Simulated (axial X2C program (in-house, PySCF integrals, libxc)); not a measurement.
## Curves of HDyH from open-shell CI on f9 s1

Calculated with an axial X2C code built on PySCF integrals: two-component X2C with atomic mean-field Coulomb and Gaunt terms, basis H dyall-v3z, Dy dyall-v3z (cores contracted in-house). Orbitals come from Hartree–Fock averaged over the configuration Dy f9 s1; CI then distributes these electrons over the f, s shells of Dy.

Scan along the symmetric stretch (R is each bond); masses H 1.008 u, Dy 163.929 u, H 1.008 u. Energies in cm⁻¹ from the lowest point; levels are followed by energy order within each Ω. Lowest level at 2.085 Å: 100% f9 s1.

| R (Å) | (1)Ω=8 | (1)Ω=7 | (1)Ω=6 | (1)Ω=5 | (1)Ω=4 | (1)Ω=3 | (1)Ω=2 | (1)Ω=0 | (1)Ω=1 |
| --- | --- | --- | --- | --- | --- | --- | --- | --- | --- |
| 1.939 | 1672 | 2366 | 3062 | 3711 | 4218 | 4482 | 4553 | 4543 | 4550 |
| 2.012 | 399 | 1092 | 1777 | 2409 | 2898 | 3162 | 3244 | 3249 | 3252 |
| 2.085 | 0 | 688 | 1362 | 1976 | 2448 | 2709 | 2800 | 2816 | 2816 |
| 2.168 | 391 | 1072 | 1732 | 2326 | 2779 | 3034 | 3133 | 3160 | 3157 |
| 2.252 | 1499 | 2173 | 2818 | 3392 | 3827 | 4076 | 4179 | 4215 | 4209 |
| 2.346 | 3380 | 4044 | 4674 | 5227 | 5642 | 5885 | 5991 | 6033 | 6026 |
| 2.460 | 6315 | 6967 | 7578 | 8107 | 8501 | 8735 | 8843 | 8890 | 8882 |

Q: Fit the curves (1)Ω=8, (1)Ω=7, (1)Ω=6, (1)Ω=5, (1)Ω=4, (1)Ω=3, (1)Ω=2, (1)Ω=0, (1)Ω=1 near their minima.

A: From the open-shell CI curves, Te from the lowest:

```json
{"level": "(1)Ω=8", "Te (cm⁻¹)": "0", "Re (Å)": "2.087", "ωe (cm⁻¹)": "1477.1"}
{"level": "(1)Ω=7", "Te (cm⁻¹)": "688", "Re (Å)": "2.088", "ωe (cm⁻¹)": "1474.3"}
{"level": "(1)Ω=6", "Te (cm⁻¹)": "1361", "Re (Å)": "2.089", "ωe (cm⁻¹)": "1470.6"}
{"level": "(1)Ω=5", "Te (cm⁻¹)": "1974", "Re (Å)": "2.091", "ωe (cm⁻¹)": "1466.3"}
{"level": "(1)Ω=4", "Te (cm⁻¹)": "2444", "Re (Å)": "2.093", "ωe (cm⁻¹)": "1462.7"}
{"level": "(1)Ω=3", "Te (cm⁻¹)": "2705", "Re (Å)": "2.093", "ωe (cm⁻¹)": "1460.5"}
{"level": "(1)Ω=2", "Te (cm⁻¹)": "2797", "Re (Å)": "2.092", "ωe (cm⁻¹)": "1459.5"}
{"level": "(1)Ω=0", "Te (cm⁻¹)": "2814", "Re (Å)": "2.091", "ωe (cm⁻¹)": "1459.5"}
{"level": "(1)Ω=1", "Te (cm⁻¹)": "2814", "Re (Å)": "2.092", "ωe (cm⁻¹)": "1459.5"}
```

Without dynamic correlation distances can be off by several hundredths of an Å (long for ionic bonds, short for multiple bonds) and the wavenumbers are rough.

The 9 lowest curves are shown; the next is (2)Ω=7, from 2979 cm⁻¹.

There is no dynamic correlation: spin–orbit spacings and, for f shells, spacings inside one term are the most reliable numbers, splittings between terms come out too wide, and energies between configurations are not reliable, so the lowest level need not be the ground state of the molecule. At most 4 roots were kept for each Ω > 0 (twice that for Ω = 0) within 2.2 eV of the lowest, so higher up levels can be missing between those listed; levels with Ω > 0 are doubly degenerate and listed once, Ω = 0 levels singly. The molecule was held linear; bending was not examined.
